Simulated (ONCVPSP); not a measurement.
Before and after: ONCV potential for Zr

- Element: zirconium (Zr)
- Generator: ONCVPSP 4.0.1
- Type: optimised norm-conserving Vanderbilt (ONCV)
- Functional: PBE
- Relativity: scalar-relativistic
- Frozen core: [Kr]
- Valence charge: 4
- Reference configuration: 4d2 5s1 5p1
- Partial waves: 5s: rc 3.00 bohr, ncon 3, nbas 7, qcut 2 1/bohr, 2 projectors, debl 2.2 Ha; 5p: rc 4.00 bohr, ncon 4, nbas 8, qcut 1.8 1/bohr, 3 projectors, debl 0.8 Ha; 4d: rc 2.45 bohr, ncon 4, nbas 9, qcut 5 1/bohr, 2 projectors, debl 3.1 Ha
- Local potential: polynomial inside 1.70 bohr (lpopt 5, dvloc0 0 Ha)
- Core correction: none

Change: p: qcut 2.4.

Cutoffs: the cutoffs (Ha) at which the residual kinetic energy of the hardest occupied pseudo-wave falls to 1 and 0.1 mHa per electron; they do not see the model core or the augmentation charge, which bear on the density cutoff. Errors are all-electron minus pseudo energies relative to the spin-unpolarised reference configuration.

Task: How do hardness, ghosts and transferability respond?

Result: The potential gets neither clearly harder nor softer (10 Ha and 12 Ha → 10 Ha and 12 Ha); both files keep a bound ghost (s); of the 3 tests that both files solve, the error grows in 2 and shrinks in 1 by more than 15 % and 0.3 meV (median size 4.1 → 4.2 meV).

```tsv
quantity	base	changed
cutoff, loose	10 Ha	10 Ha
cutoff, tight	12 Ha	12 Ha
loose cutoff by channel	s 2.2 Ha, p 1.1 Ha, d 10 Ha	s 2.2 Ha, p 1.4 Ha, d 10 Ha
bound ghosts	s	s
GHOST(+) flags under 300 eV	p at 42.4 eV	p at 38.9 eV
tests with a reliable result	3 of 4	3 of 4
error for 4d2 5s2 5p0, meV [ΔE -3.04 eV]	+7.3	+4.2
error for 4d2 5s1 5p0, meV [ΔE 4.10 eV]	+1.2	+1.7
error for 4d3 5s1 5p0, meV [ΔE -1.85 eV]	-4.1	-9.8
s: phases at 3.04 bohr within 0.05 rad from the reference energy up to (Ha; the scan ends near 5)	-0.1	-0.1
p: phases at 4.07 bohr within 0.05 rad from the reference energy up to (Ha; the scan ends near 5)	3.0	3.0
d: phases at 2.49 bohr within 0.05 rad from the reference energy up to (Ha; the scan ends near 5)	1.1	1.1
```

 A true bound ghost makes a file unfit for plane-wave use even where its test errors are small: the radial tests pick states by their node count and pass the ghost by.
